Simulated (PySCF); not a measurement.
## C2H8F2Si2

The system: C2H8F2Si2, a small molecule; neutral, singlet. The structure, one conformer, was relaxed in the gas phase by PBE0-D3(BJ)/def2-SVP. No frequency run checks that it is a minimum.

SMILES: C[Si](F)(F)C[SiH3]

```tsv
atom	x (Å)	y (Å)	z (Å)
Si1	-0.473	-0.070	-0.792
C2	-0.639	-1.709	-1.629
C3	0.433	-0.079	0.819
Si4	0.717	1.603	1.629
F5	-1.953	0.549	-0.547
F6	0.263	0.965	-1.802
H7	-1.166	-2.427	-0.983
H8	0.350	-2.126	-1.870
H9	-1.207	-1.609	-2.567
H10	1.414	-0.564	0.669
H11	-0.128	-0.715	1.527
H12	1.427	1.421	2.932
H13	1.549	2.471	0.745
H14	-0.591	2.276	1.884
```

Shieldings: GIAO PBE0/pcSseg-1. Shifts are against computed references at the same level: C TMS (σ 184.4 ppm), H TMS (σ 31.27 ppm), Si TMS (σ 352.0 ppm). Core levels by delta-SCF with SCAN, pcX-2 on the ionised atom and pcseg-1 elsewhere, spin-free X2C (2p3/2 is the spin-free 2p value less a third of a first-order spin-orbit splitting); from the vacuum level, for chosen atoms.

(1) Give the NMR and core-level values of the distinct atoms.

(2) Which of C2, C3 holds its core electrons tightest, and by how much against the loosest?

(3) By CAM-B3LYP/def2-SVPD (TDDFT singlets, Tamm-Dancoff triplets, ionisation by delta-SCF), where does absorption start, and what does vertical ionisation take?

Answers

(1) 
```csv
atoms,bonded to,σ (ppm),δ (ppm),core level (eV)
Si1,2 C + 2 F,336.8,15.2,2p3/2 108.41
C2,1 Si + 3 H,185.8,-1.4,1s 290.78
C3,2 Si + 2 H,191.9,-7.5,1s 290.35
Si4,1 C + 3 H,424.2,-72.2,-
F5,1 Si,320.3,-,1s 692.36
F6,1 Si,319.3,-,1s 692.35
H7 H8 H9,1 C,30.97,0.30,-
H10,1 C,31.46,-0.20,-
H11,1 C,31.44,-0.17,-
H12 H13 H14,1 Si,27.20,4.07,-
```

Values are those of this one static structure, with the three H of a rotating XH3 group averaged; atoms that internal rotation interchanges would show their mean in an NMR spectrum.

(2) C2 (bonded to 1 Si + 3 H), by 0.43 eV over C3 (bonded to 2 Si + 2 H).

(3) The lowest singlet lies at 8.13 eV (f 0.067), the strongest of the first 6 at 8.83 eV (f 0.217), the lowest triplet at 7.82 eV; vertical ionisation takes 11.00 eV.
